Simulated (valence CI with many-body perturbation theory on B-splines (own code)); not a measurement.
# E1 transitions of Hg⁷³⁺

Method: relativistic CI+MBPT: five valence electrons over a frozen Dirac-Fock core [He], radial functions for each j: 9 s, 9 p, 8 d, 6 f, 3 g, 1 h, with the one-electron correlation potential Σ1 (screened to all orders), the two-electron term Σ2, the three-electron term Σ3, Breit, model QED; selected single and double excitations, second order for the rest (own B-spline code, finite nucleus).

The last digits are not significant, and no measured levels were compared; by estimate large intervals hold to a few tenths of a per cent, small ones and those within an open d or f shell to about a per cent. Among the levels kept, up to 1200 cm⁻¹ of a level comes from second order outside the variational space, and about a tenth of that is noise between levels of different J, which matters for small intervals.

Lines 151 to 200 of 264 in falling wavelength, among levels below 110360 × 10³ cm⁻¹, chosen from the strongest by gf and those to the six lowest levels. Wavelengths and rates use the calculated energies. Electric multipoles are in the length gauge, E1 and E2 with the static RPA response of the core. Weak lines are less certain than strong ones. Lines between different terms over intervals too small for the method are left out, as are lines whose strength nearly cancels. The highest levels of a list are the least certain.

Levels are named by their leading jj configuration (3d3/2^4 stands for four electrons in 3d with j = 3/2), which in mixed levels can hold well under half, so a name can repeat and another be missing. Letters in brackets count levels of one name in rising energy.

```csv
λ vac (Å),Upper,Lower,A (s⁻¹),S (a.u.)
1.204,(2s^2 2p1/2^2 3s) J=1/2,(2s^2 2p1/2^2 2p3/2) J=3/2,3.36e+14,5.79e-04
1.203,(2s 2p1/2^2 2p3/2 3s) J=3/2 [a],(2s 2p1/2^2 2p3/2^2) J=5/2,2.55e+14,8.76e-04
1.202,(2s^2 2p1/2 2p3/2 3s) J=5/2,(2s^2 2p1/2 2p3/2^2) J=5/2,1.60e+14,8.26e-04
1.202,(2s^2 2p1/2 2p3/2 3s) J=3/2 [a],(2s^2 2p1/2 2p3/2^2) J=3/2,1.43e+14,4.89e-04
1.201,(2s^2 2p1/2 2p3/2 3s) J=3/2 [b],(2s^2 2p1/2 2p3/2^2) J=5/2,2.43e+14,8.30e-04
1.201,(2s^2 2p1/2 2p3/2 3s) J=1/2,(2s^2 2p1/2 2p3/2^2) J=3/2,2.84e+14,4.85e-04
1.200,(2s^2 2p1/2 2p3/2 3s) J=5/2,(2s^2 2p1/2 2p3/2^2) J=3/2,1.13e+13,5.79e-05
1.199,(2s^2 2p1/2 2p3/2 3s) J=3/2 [b],(2s^2 2p1/2 2p3/2^2) J=3/2,4.33e+13,1.47e-04
1.193,(2s 2p1/2^2 2p3/2 3s) J=3/2 [b],(2s 2p1/2^2 2p3/2^2) J=5/2,2.53e+13,8.50e-05
1.178,(2s^2 2p1/2 2p3/2 3p3/2) J=1/2 [a],(2s 2p1/2^2 2p3/2^2) J=1/2,1.17e+12,1.88e-06
1.178,(2s^2 2p1/2 2p3/2 3p3/2) J=3/2 [a],(2s 2p1/2^2 2p3/2^2) J=1/2,7.36e+10,2.37e-07
1.174,(2s^2 2p1/2 2p3/2 3p3/2) J=3/2 [b],(2s 2p1/2^2 2p3/2^2) J=1/2,2.80e+11,8.95e-07
1.170,(2s^2 2p1/2 2p3/2 3p3/2) J=1/2 [b],(2s 2p1/2^2 2p3/2^2) J=1/2,8.10e+10,1.28e-07
1.165,(2s^2 2p1/2 2p3/2 3p3/2) J=5/2 [a],(2s 2p1/2^2 2p3/2^2) J=5/2,9.38e+11,4.40e-06
1.164,(2s^2 2p1/2 2p3/2 3p3/2) J=3/2 [a],(2s 2p1/2^2 2p3/2^2) J=5/2,3.26e+11,1.02e-06
1.164,(2s^2 2p1/2 2p3/2 3p3/2) J=7/2,(2s 2p1/2^2 2p3/2^2) J=5/2,2.87e+10,1.78e-07
1.161,(2s^2 2p1/2 2p3/2 3p3/2) J=3/2 [b],(2s 2p1/2^2 2p3/2^2) J=5/2,3.57e+11,1.10e-06
1.160,(2s^2 2p1/2 2p3/2 3p3/2) J=5/2 [b],(2s 2p1/2^2 2p3/2^2) J=5/2,8.83e+10,4.08e-07
1.158,(2s 2p1/2^2 2p3/2 3p1/2) J=3/2 [a],(2s^2 2p1/2 2p3/2^2) J=1/2,1.02e+11,3.12e-07
1.151,(2s 2p1/2^2 2p3/2 3p1/2) J=3/2 [a],(2s^2 2p1/2 2p3/2^2) J=5/2,4.61e+10,1.39e-07
1.151,(2s 2p1/2^2 2p3/2 3p1/2) J=5/2,(2s^2 2p1/2 2p3/2^2) J=5/2,1.29e+11,5.85e-07
1.149,(2s 2p1/2^2 2p3/2 3p1/2) J=3/2 [a],(2s^2 2p1/2 2p3/2^2) J=3/2,1.07e+12,3.21e-06
1.149,(2s 2p1/2^2 2p3/2 3p1/2) J=5/2,(2s^2 2p1/2 2p3/2^2) J=3/2,1.57e+10,7.02e-08
1.147,(2s 2p1/2^2 2p3/2 3p1/2) J=1/2,(2s^2 2p1/2 2p3/2^2) J=1/2,1.58e+11,2.35e-07
1.147,(2s 2p1/2^2 2p3/2 3p1/2) J=3/2 [b],(2s^2 2p1/2 2p3/2^2) J=1/2,1.91e+11,5.70e-07
1.141,(2s 2p1/2^2 2p3/2 3p1/2) J=3/2 [b],(2s^2 2p1/2 2p3/2^2) J=5/2,5.95e+11,1.74e-06
1.138,(2s 2p1/2^2 2p3/2 3p1/2) J=1/2,(2s^2 2p1/2 2p3/2^2) J=3/2,5.11e+10,7.44e-08
1.138,(2s 2p1/2^2 2p3/2 3p1/2) J=3/2 [b],(2s^2 2p1/2 2p3/2^2) J=3/2,2.56e+11,7.45e-07
1.128,(2s 2p1/2^2 2p3/2 3d3/2) J=3/2 [a],(2s 2p1/2^2 2p3/2^2) J=1/2,1.24e+14,3.53e-04
1.128,(2s 2p1/2^2 2p3/2 3d3/2) J=1/2 [a],(2s 2p1/2^2 2p3/2^2) J=3/2,1.37e+14,1.94e-04
1.128,(2s 2p1/2^2 2p3/2 3d3/2) J=1/2 [a],(2s 2p1/2^2 2p3/2^2) J=1/2,6.90e+13,9.77e-05
1.121,(2s^2 2p1/2 2p3/2 3d3/2) J=3/2 [a],(2s^2 2p1/2 2p3/2^2) J=1/2,7.93e+13,2.20e-04
1.120,(2s^2 2p1/2 2p3/2 3d3/2) J=1/2 [a],(2s^2 2p1/2 2p3/2^2) J=1/2,1.09e+14,1.51e-04
1.119,(2s 2p1/2^2 2p3/2 3d3/2) J=3/2 [b],(2s 2p1/2^2 2p3/2^2) J=3/2,1.07e+14,2.95e-04
1.119,(2s 2p1/2^2 2p3/2 3d3/2) J=3/2 [b],(2s 2p1/2^2 2p3/2^2) J=1/2,2.26e+13,6.24e-05
1.119,(2s 2p1/2^2 2p3/2 3d3/2) J=5/2 [b],(2s 2p1/2^2 2p3/2^2) J=3/2,4.50e+13,1.87e-04
1.118,(2s 2p1/2^2 2p3/2 3d3/2) J=1/2 [b],(2s 2p1/2^2 2p3/2^2) J=3/2,1.88e+14,2.59e-04
1.117,(2s 2p1/2^2 2p3/2 3d3/2) J=1/2 [b],(2s 2p1/2^2 2p3/2^2) J=1/2,2.25e+14,3.10e-04
1.117,(2s 2p1/2^2 2p3/2 3d3/2) J=5/2 [a],(2s 2p1/2^2 2p3/2^2) J=5/2,1.85e+14,7.63e-04
1.117,(2s^2 2p1/2 2p3/2 3d3/2) J=3/2 [b],(2s^2 2p1/2 2p3/2^2) J=1/2,1.19e+14,3.28e-04
1.116,(2s 2p1/2^2 2p3/2 3d3/2) J=3/2 [a],(2s 2p1/2^2 2p3/2^2) J=5/2,3.25e+14,8.93e-04
1.116,(2s 2p1/2^2 2p3/2 3d3/2) J=7/2,(2s 2p1/2^2 2p3/2^2) J=5/2,4.26e+13,2.34e-04
1.116,(2s^2 2p1/2 2p3/2 3d3/2) J=1/2 [b],(2s^2 2p1/2 2p3/2^2) J=1/2,8.70e+13,1.19e-04
1.115,(2s^2 2p1/2^2 3d3/2) J=3/2,(2s^2 2p1/2^2 2p3/2) J=3/2,3.56e+14,9.75e-04
1.115,(2s^2 2p1/2 2p3/2 3d3/2) J=3/2 [a],(2s^2 2p1/2 2p3/2^2) J=5/2,6.52e+13,1.78e-04
1.115,(2s^2 2p1/2 2p3/2 3d3/2) J=5/2 [a],(2s^2 2p1/2 2p3/2^2) J=5/2,1.72e+14,7.06e-04
1.113,(2s^2 2p1/2 2p3/2 3d3/2) J=7/2,(2s^2 2p1/2 2p3/2^2) J=5/2,5.87e+13,3.20e-04
1.112,(2s^2 2p1/2 2p3/2 3d3/2) J=3/2 [a],(2s^2 2p1/2 2p3/2^2) J=3/2,2.13e+14,5.79e-04
1.112,(2s^2 2p1/2 2p3/2 3d3/2) J=5/2 [a],(2s^2 2p1/2 2p3/2^2) J=3/2,6.14e+11,2.50e-06
1.112,(2s 2p1/2^2 2p3/2 3d5/2) J=5/2,(2s 2p1/2^2 2p3/2^2) J=3/2,2.32e+14,9.45e-04
```
